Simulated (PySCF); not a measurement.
**Correlation energy of Co²⁺ (cobalt, charge +2)**

[Ar] 3d6 4p1, one real determinant (an excited configuration). Calculation: PySCF 2.14, in x2c-TZVPPall (6s5p4d2f1g, 64 functions); the spin-free X2C one-electron Hamiltonian (Gaussian nucleus). Frozen: [Ar]; 7 electrons correlated.

```json
{"level": "CCSD", "correlation energy (mhartree)": "-131.94"}
{"level": "(T)", "correlation energy (mhartree)": "-2.50"}
{"level": "CCSD(T)", "correlation energy (mhartree)": "-134.44"}
```

Diagnostics: T1 = 0.0065, D1 = 0.0184, largest double amplitude 0.084.

Question: Is a single reference adequate?

Answer: Mostly. T1 lies below 0.03, but a double amplitude of this size points to a near-degeneracy that CCSD handles and MP2 describes poorly.

The reference is one real determinant that mixes LS terms of this configuration.
